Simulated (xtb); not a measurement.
xtb input:

```bash
xtb mol.xyz --gfn 1 --sp --chrg 0 --uhf 0
```
mol.xyz:
```
18

C     -2.03547556     0.94955622     0.71038592
C     -0.90105500    -0.06931218     0.59700011
C     -1.40801579    -1.36764907    -0.03507420
C      0.27823015     0.53577642    -0.17267887
C      1.51620223    -0.33898805    -0.21774298
O      2.56000232     0.41141247    -0.83792778
H     -2.41792305     1.21308519    -0.27958611
H     -1.69666404     1.86910913     1.19169335
H     -2.86817573     0.55016869     1.29295441
H     -0.55537761    -0.30021669     1.61213747
H     -2.27217484    -1.75345977     0.50955945
H     -1.71679935    -1.19598663    -1.07023674
H     -0.64668718    -2.14879443    -0.03953189
H     -0.03040691     0.76416450    -1.19804411
H      0.56082980     1.48654128     0.28768705
H      1.80252784    -0.62818616     0.80260964
H      1.32152264    -1.25712694    -0.78288409
H      3.33999389    -0.14689819    -0.91427607
```

**Question.** Predict the final energy.

**Answer.** -21.75567 Eh (GFN1-xTB).
